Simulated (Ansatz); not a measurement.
The same ligand exchange along the group B, Al, Ga.

Isolated molecules relaxed with PBE0-D4/def2-TZVP in Ansatz; ΔE leaves out vibrations. CCSD(T)/CBS is the MP2 limit (def2-TZVPP, def2-QZVPP) plus CCSD(T) − MP2 in def2-TZVPP, frozen cores. This one scheme is used for every species. DFT in def2-TZVPP. B3LYP here is the variant with VWN-RPA as its local correlation; programs differ in this. For Br, Ga outer-core shells are correlated without core-valence functions, which leaves a few kJ/mol of doubt a bond. Scalar relativity is left out up to krypton. Each species was taken in one conformer, which may not be the lowest.

```csv
reaction,CCSD(T)/CBS(def2) (eV)
`NB(F)Cl` + HBr → `NB(Cl)Br` + H–F,0.55
`[NH2][Al]([F])[Cl]` + HBr → `[NH2][Al]([Cl])[Br]` + H–F,?
`[NH2][Ga]([F])[Cl]` + HBr → `[NH2][Ga]([Cl])[Br]` + H–F,-0.53
```

Question: Fill in the missing values. (Estimate.)

Answer: Computed: `[NH2][Al]([F])[Cl]` + HBr → `[NH2][Al]([Cl])[Br]` + H–F: +0.18 eV.

Largest T1 diagnostic: 0.013, for `[NH2][Ga]([F])[Cl]`.
